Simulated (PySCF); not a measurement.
C4H5F4O (doublet state).
Z-matrix (Å and degrees, GFN2-xTB geometry), rows numbered from 1:
```
C 
O   1  1.4070
C   2  1.3551  1  116.25
C   3  1.4679  2  116.81  1  -176.30
F   4  1.4039  3  112.51  2   106.84
C   4  1.5389  3  111.53  2  -134.88
F   6  1.3350  4  112.46  3   -56.70
F   6  1.3335  4  112.73  3  -178.34
F   6  1.3416  4  110.17  3    62.36
H   1  1.0945  2  111.05  3    60.37
H   1  1.0883  2  106.35  3   179.70
H   1  1.0946  2  111.00  3   -61.12
H   3  1.0761  2  120.54  1    -8.38
H   4  1.0959  3  111.29  2   -12.46
```

The hyperfine couplings belong to this conformer and change with its torsions.

Identity: `CO[CH][C@@H](F)C(F)(F)F` [radical].

Theory: PySCF 2.14.0, UKS B3LYP, pcH-1 on C F H O, non-relativistic, mean-field spin-orbit, GIAO. The structure is a single GFN2-xTB conformer in the gas phase; no vibrational or solvent corrections. The geometry wasn't refined by DFT: couplings that depend on bond lengths, twists or pyramidal angles can differ widely from those at the functional's own minimum. No stability test was run, so a lower SCF solution isn't excluded.

The isotropic 13C couplings are +84.0, +26.3, -11.8, -6.5 MHz. Assign them to C1; C3; C4; C6.

```json
{"site": "C1", "a_iso (MHz)": "-6.5", "ρ(0) (bohr⁻³)": "-0.0057", "position": "2 bonds from C3", "distance from C3 (Å)": "2.35", "spin population": "-0.02", "largest |T| (MHz)": "2.7"}
{"site": "C3", "a_iso (MHz)": "+84.0", "ρ(0) (bohr⁻³)": "+0.0747", "position": "largest spin population", "distance from C3 (Å)": "0.00", "spin population": "+0.83", "largest |T| (MHz)": "142.8"}
{"site": "C4", "a_iso (MHz)": "-11.8", "ρ(0) (bohr⁻³)": "-0.0105", "position": "1 bond from C3", "distance from C3 (Å)": "1.47", "spin population": "-0.03", "largest |T| (MHz)": "2.4"}
{"site": "C6", "a_iso (MHz)": "+26.3", "ρ(0) (bohr⁻³)": "+0.0234", "position": "2 bonds from C3", "distance from C3 (Å)": "2.49", "spin population": "+0.02", "largest |T| (MHz)": "4.0"}
```

Match the computed a_iso(19F) values +314.6, +16.3 MHz (means over equivalent nuclei) with the sites F5; F7/F8/F9.

```tsv
site	a_iso (MHz)	ρ(0) (bohr⁻³)	position	distance from C3 (Å)	bound to	spin population there	largest |T| (MHz)
F5	+314.6	+0.0748	2 bonds from C3	2.39	C4	-0.03	209.4
F7/F8/F9	+16.3	+0.0039	3 bonds from C3	3.14	C6	+0.02	18.5
```

Match the computed a_iso(1H) values -56.6, +10.7, -0.1 MHz (means over equivalent nuclei) with the sites H10/H11/H12; H13; H14.

| site | a_iso (MHz) | ρ(0) (bohr⁻³) | position | distance from C3 (Å) | bound to | spin population there | largest \|T\| (MHz) |
| --- | --- | --- | --- | --- | --- | --- | --- |
| H10/H11/H12 | +10.7 | +0.0024 | γ, 3 bonds from C3 | 2.85 | C1 | -0.02 | 6.9 |
| H13 | -56.6 | -0.0127 | α, 1 bond from C3 | 1.08 | C3 | +0.83 | 34.6 |
| H14 | -0.1 | 0.0000 | β, 2 bonds from C3 | 2.13 | C4 | -0.03 | 9.6 |

ρ(0) is the spin density at the nucleus and T the dipolar tensor; entries for several nuclei are means. Largest spin populations (Mulliken): C3 (+0.83) and O2 (+0.15). The angles at C3 add up to 358.8°, so it is planar; its axial dipolar tensor and the negative coupling of its proton fit spin in a p orbital normal to that plane.

β density exceeds α density at some nuclei, such as H13 (-0.0127), C4 (-0.0105) and C1 (-0.0057), spin density in bohr⁻³. In a single determinant that takes different orbitals for the two spins, that is spin polarisation.

Nuclei that the bonding pattern makes equivalent are averaged, as if the motion that swaps them (rotation, inversion, ring flip) were fast. The three 19F nuclei of mean +16.3 MHz run from 2.7 to 30.7 MHz in the frozen geometry. The three 1H nuclei of mean +10.7 MHz run from -1.8 to 17.3 MHz in the frozen geometry.
